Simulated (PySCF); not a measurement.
Zn(Br)(NMe2) (C2H6BrNZn), SMILES [Zn]([N](C)C)[Br]. Heavy atoms are numbered as in [Zn:1]([Br:2])[N:3]([CH3:4])[CH3:5]. Hydrogens are named by the atom that carries them.

Coordinates come from a B3LYP-D3(BJ)/def2-SVP optimisation. The structure was generated by enumeration; whether it is a known compound was not checked. Other conformers were not sampled.

All values below come from PySCF with PBE/pcSseg-1.

GIAO shieldings, no solvent; atoms alike by connectivity are averaged. δ = σ(ref) − σ: ¹⁵N against NH3 (σ = 267.0 ppm); ¹³C against TMS (σ = 182.0 ppm); ¹H against TMS (σ = 31.49 ppm), references at their B3LYP-D3(BJ)/def2-TZVP geometries, non-relativistic (without spin–orbit terms, shifts of atoms bonded to Cl or Br come out too high).

| nucleus | atoms | count | δ (ppm) |
|---|---|---|---|
| ¹⁵N | N3 | 1 | 56.2 |
| ¹³C | C4 (CH3) | 2 | 50.1 |
| ¹H | H on C4 | 6 | 3.29 |
